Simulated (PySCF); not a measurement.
Ge(H)3(iBu) (C₄H₁₂Ge), SMILES CC(C)[CH2][GeH3].

Geometry: B3LYP-D3(BJ)/def2-SVP. The isomer is the one that the SMILES or the coordinates give; other isomers of the formula were not compared. Other conformers were not sampled.

Computed with B3LYP-D3(BJ)/def2-SVP in PySCF.

Frequencies are harmonic and unscaled.

```tsv
mode	ν (cm⁻¹)	IR (km/mol)	moving atoms (share of kinetic energy)
1	27	0.0	H 69 %, C 27 %
2	130	0.0	H 68 %, C 28 %
3	165	0.1	C 50 %, Ge 29 %, H 21 %
4	246	0.0	H 91 %, C 9 %
5	261	0.2	H 97 %
6	358	0.4	C 50 %, H 49 %
7	369	0.6	C 54 %, H 46 %
8	449	5.4	H 51 %, C 46 %
9	486	12.1	H 97 %
10	508	14.6	H 48 %, C 39 %, Ge 13 %
11	663	25.1	H 47 %, C 47 %
12	805	43.6	H 65 %, C 33 %
13	811	6.7	C 64 %, H 35 %
14	842	173.2	H 95 %
15	893	34.4	H 98 %
16	899	21.0	H 98 %
17	928	0.1	H 84 %, C 16 %
18	969	0.5	H 67 %, C 33 %
19	980	0.0	C 51 %, H 49 %
20	1057	7.1	H 67 %, C 33 %
21	1074	0.5	H 79 %, C 21 %
22	1199	2.9	H 50 %, C 50 %
23	1226	0.1	H 77 %, C 23 %
24	1246	4.1	H 52 %, C 48 %
25	1347	21.3	H 71 %, C 29 %
26	1356	0.6	H 71 %, C 29 %
27	1395	6.7	H 72 %, C 28 %
28	1406	8.4	H 80 %, C 20 %
29	1433	0.7	H 90 %, C 10 %
30	1460	0.6	H 97 %
31	1469	0.5	H 94 %
32	1479	9.0	H 95 %
33	1482	6.8	H 95 %
34	2118	134.3	H 99 %
35	2122	87.9	H 99 %
36	2123	134.4	H 98 %
37	2997	25.3	H 92 %
38	3022	27.0	H 97 %
39	3025	17.5	H 97 %
40	3035	13.2	H 95 %
41	3083	10.8	H 90 %, C 10 %
42	3101	7.8	H 91 %, C 9 %
43	3105	40.7	H 91 %, C 9 %
44	3106	13.8	H 90 %, C 10 %
45	3108	53.9	H 91 %, C 9 %
```
